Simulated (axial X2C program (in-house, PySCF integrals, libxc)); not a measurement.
## Nuclear properties of PBr

Calculated with an in-house all-electron X2C program for linear molecules (integrals from PySCF): two-component X2C with atomic mean-field Coulomb and Gaunt terms, Gaussian nuclei, basis Br dyall-cv3z, P dyall-v3z with contracted cores.

R = 2.180 Å (near the PBE0 minimum at charge 0 of the determinant lowest at the starting distance; the state shown can have its own minimum elsewhere).

Input and command:
```json
{"zs": [35, 15], "q": 0, "bas": ["dyall-cv3z", "dyall-v3z"], "r0": 2.25, "levels": ["PBE0", "HF", "BHandHLYP", "r2SCAN", "TPSSh"], "nst": 3}
```
```bash
python soeom.py task.json out
```

Keys: zs atomic numbers; q charge; bas basis sets; r0 starting distance in Å; levels methods; nst determinants followed.

Determinant lowest in the PBE0 search, Ω = 1 (⟨Sz⟩ = 1.00, ⟨Lz⟩ = 0.00 at PBE0), spin on the atoms Br 0.08, P 0.92:

```tsv
level	Eeff magnitude (GV/cm)	Ws magnitude Br (kHz)	Ws magnitude P (kHz)	A∥/gI Br (MHz)	qzz Br (a.u.)	A∥/gI P (MHz)	qzz P (a.u.)	μ (D)
PBE0	0.159	0.0268	0.0144	-82.2	5.32	-167	0.85	0.30
HF	0.105	0.0176	0.0324	-25.2	5.72	-84.3	0.86	0.81
BHandHLYP	0.117	0.00668	0.0157	-57.9	5.39	-129	0.93	0.52
r2SCAN	0.000864	0.0557	0.0211	-51.7	5.25	-104	0.87	0.20
TPSSh	0.102	0.00069	0.0152	-80.4	5.23	-122	0.90	0.22
```

Determinant 0.84 eV from it at PBE0 and this distance, Ω = 0 (closed shell), highest spinor 81% P p, 15% Br p, 3% Br d:

```json
{"level": "PBE0", "qzz Br (a.u.)": "4.74", "qzz P (a.u.)": "0.95", "μ (D)": "-0.09"}
{"level": "HF", "qzz Br (a.u.)": "5.35", "qzz P (a.u.)": "0.83", "μ (D)": "0.54"}
{"level": "BHandHLYP", "qzz Br (a.u.)": "5.02", "qzz P (a.u.)": "0.93", "μ (D)": "0.22"}
{"level": "r2SCAN", "qzz Br (a.u.)": "4.46", "qzz P (a.u.)": "1.01", "μ (D)": "-0.35"}
{"level": "TPSSh", "qzz Br (a.u.)": "4.53", "qzz P (a.u.)": "1.01", "μ (D)": "-0.23"}
```

Eeff is the effective electric field on the electron electric dipole moment in this Ω state and Ws the scalar–pseudoscalar constant of the nucleus named (defined with the proton number Z and per Ω); A∥ (defined per Ω) follows by multiplying with gI = μI/(I μN); qzz is the electric field gradient, eQq0 = 234.96 MHz × Q/barn × qzz; μ is positive if the P end (last atom) is positive. The operators were transformed with the bare-nucleus X2C matrices; with these basis sets, hyperfine constants and field gradients can be off by tens of per cent, and where levels differ in sign neither size nor sign is settled.

(1) With Q(79Br) = 0.3087 barn, gI(31P) = 2.2632 (g factors from the IAEA table of nuclear moments by Stone; Q from Pyykkö, Mol. Phys. 2018), turn the PBE0 values of the first state into constants in MHz.

Each state is one determinant with collinear spin, which with several unpaired electrons need not be a pure state. Unrestricted Hartree–Fock can overshoot spin polarisation at the nuclei. A closed determinant beside an open π² or δ² triplet, such as (π1/2)², mixes with its partner pair into the 0⁺ component of the triplet and ¹Σ⁺, so its energy is not that of a level, and 0⁺ can lie lowest. With several open shells hyperfine constants can be off by a factor of several. Where Eeff spreads by more than a factor of two the levels disagree and none is to be relied on. Open-shell Ω = 0 determinants with evenly filled partner blocks cannot be reached by this program, so the Ω shown need not be the lowest component. The search compared states at one distance, so a state with another bond length can lie lower. The sign of Ws at Br differs between levels in the first state. Further determinants of the search, some of them spin-mixed, are not shown. Where a field gradient or hyperfine factor spreads by more than a factor of two over the levels, a constant derived from it is not to be relied on. PBE0 term energies can be off by some tenths of an eV.

Answers

(1) eQq0(79Br) = 234.96 × (0.3087) × (5.32) = 386 MHz; A∥(31P) = -167 × 2.2632 = -378 MHz.
